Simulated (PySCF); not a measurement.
O²⁺: ionisation energy

O²⁺ [He] 2s2 2p2 (3P) → O³⁺ [He] 2s2 2p1 (2P), as a difference of total energies. All numbers are calculated (PySCF 2.14, the spin-free X2C one-electron Hamiltonian (Gaussian nucleus), in dyall-acv3z (15s9p4d2f, 76 functions)). Correlated levels: valence: 1s2 frozen; valence and next inner shell: nothing frozen; virtual orbitals above 40 to 60 times the deepest correlated orbital energy dropped. The calculations carry no spin-orbit coupling.

```
                                method  ionisation energy (eV)
                                   UHF                  54.607
                                   LDA                  55.419
                                   PBE                  55.270
                                  PBE0                  55.303
                                r2SCAN                  55.600
                                M06-2X                  55.098
                               r2SCANh                  55.577
                             BHandHLYP                  55.307
                                  BLYP                  55.266
                         MP2 (valence)                  54.996
                     SCS-MP2 (valence)                  54.846
    MP2 (valence and next inner shell)                  55.033
SCS-MP2 (valence and next inner shell)                  54.869
```

How much does correlation contribute at MP2 (valence and next inner shell)?

55.033 − (54.607) = 0.426 eV, measured against UHF.

Errors of the correlated levels include the incompleteness of this basis and the frozen core.

For comparison: 54.936 eV (semi-empirical (NIST evaluation); NIST Atomic Spectra Database, ionization energies).
